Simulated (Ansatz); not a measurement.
Calculated with Ansatz (gas phase, PBE0-D4/def2-TZVP geometries, no zero-point term in ΔE). CCSD(T)/CBS is the MP2 limit (def2-TZVPP, def2-QZVPP) plus CCSD(T) − MP2 in def2-TZVPP, frozen cores. DFT in def2-TZVPP. B3LYP here is the variant with VWN-RPA as its local correlation; programs differ in this. HSE06 is defined as in plane-wave codes. Elements past krypton have def2 core potentials. For In outer-core shells are correlated without core-valence functions, which leaves a few kJ/mol of doubt a bond. One conformer a species, not always the lowest.

Consider the isomerisation: `C=C(F)[CH2][InH2]` → `C=[C](F)[InH][CH3]`.

`C=C(F)[CH2][InH2]`:

Z-matrix (Å, degrees):
```
C
In 1 2.190
C 1 1.465 2 108.8
H 1 1.093 2 107.1 3 -120.0
H 1 1.091 2 110.2 3 121.8
H 2 1.726 1 118.7 3 138.7
H 2 1.723 1 117.9 3 -42.1
F 3 1.362 1 111.2 2 -58.5
C 3 1.324 1 130.6 2 118.9
H 9 1.081 3 120.9 1 -176.2
H 9 1.080 3 119.9 1 3.7
```

`C=[C](F)[InH][CH3]`:

```xyz
11

C    -0.539    0.447   -2.469
C     0.082    0.509   -1.297
F     1.170    1.318   -1.203
In   -0.482   -0.568    0.490
C     0.666   -0.280    2.278
H    -1.409   -0.188   -2.578
H    -0.203    1.016   -3.331
H    -1.862   -1.590    0.317
H     1.647    0.130    2.039
H     0.146    0.424    2.931
H     0.784   -1.218    2.822
```

```json
{"level": "PBE-D4", "ΔE (kJ/mol)": "1.4", "difference from CCSD(T)/CBS": "5.8"}
{"level": "PBE0-D4", "ΔE (kJ/mol)": "4.9", "difference from CCSD(T)/CBS": "9.3"}
{"level": "B3LYP-D4", "ΔE (kJ/mol)": "1.1", "difference from CCSD(T)/CBS": "5.5"}
{"level": "BHLYP-D4", "ΔE (kJ/mol)": "3.8", "difference from CCSD(T)/CBS": "8.2"}
{"level": "CAM-B3LYP-D4", "ΔE (kJ/mol)": "3.1", "difference from CCSD(T)/CBS": "7.5"}
{"level": "revPBE", "ΔE (kJ/mol)": "-5.3", "difference from CCSD(T)/CBS": "-0.9"}
{"level": "PBE0", "ΔE (kJ/mol)": "3.1", "difference from CCSD(T)/CBS": "7.5"}
{"level": "r2SCAN0", "ΔE (kJ/mol)": "5.6", "difference from CCSD(T)/CBS": "10.0"}
{"level": "HSE06", "ΔE (kJ/mol)": "3.1", "difference from CCSD(T)/CBS": "7.5"}
{"level": "CAM-B3LYP", "ΔE (kJ/mol)": "1.4", "difference from CCSD(T)/CBS": "5.8"}
{"level": "RPA@PBE/def2-TZVPP", "ΔE (kJ/mol)": "-5.2", "difference from CCSD(T)/CBS": "-0.8"}
{"level": "HF/def2-TZVPP", "ΔE (kJ/mol)": "4.2", "difference from CCSD(T)/CBS": "8.6"}
{"level": "CCSD/def2-TZVPP", "ΔE (kJ/mol)": "-2.3", "difference from CCSD(T)/CBS": "2.1"}
{"level": "CCSD(T)/def2-TZVPP", "ΔE (kJ/mol)": "-3.8", "difference from CCSD(T)/CBS": "0.6"}
{"level": "HF/def2-QZVPP", "ΔE (kJ/mol)": "3.5", "difference from CCSD(T)/CBS": "7.9"}
{"level": "MP2/def2-QZVPP", "ΔE (kJ/mol)": "-4.8", "difference from CCSD(T)/CBS": "-0.4"}
{"level": "CCSD(T)/CBS", "ΔE (kJ/mol)": "-4.4", "difference from CCSD(T)/CBS": "0"}
```

(1) What do rigid-rotor, harmonic-oscillator terms from PBE0-D4/def2-TZVP frequencies (298.15 K, 1 bar) make of the CCSD(T)/CBS value? (Estimate.)

Largest T1 diagnostic among the species: 0.013.

Results:

(1) The calculation gave: ΔZPE = +4.3 kJ/mol, ΔH = +2.0 kJ/mol, ΔS = 23 J/(mol·K), ΔG = -4.9 kJ/mol. Modes under 50 cm⁻¹ make the entropy rough.

From PBE to PBE0 (25 % exact exchange), in def2-TZVPP and without D4, ΔE moves by +3.9 kJ/mol. Leaving LDA and LC-ωPBE aside and taking each functional with its dispersion term where it has one, the values, not all of them listed here, spread over 16.4 kJ/mol, from B2PLYP to B97M-V. LDA lies +14.4 kJ/mol from PBE without D4. The D4 term adds +3.5 kJ/mol with B3LYP and +1.8 kJ/mol with PBE0; it sums over pairs of atoms, weighted by their polarisabilities, and B3LYP, whose exchange is more repulsive, gets the larger term.

CCSD(T)/CBS has its own doubt, a few kJ/mol and more with outer-core shells, so smaller differences from it don't rank the levels.
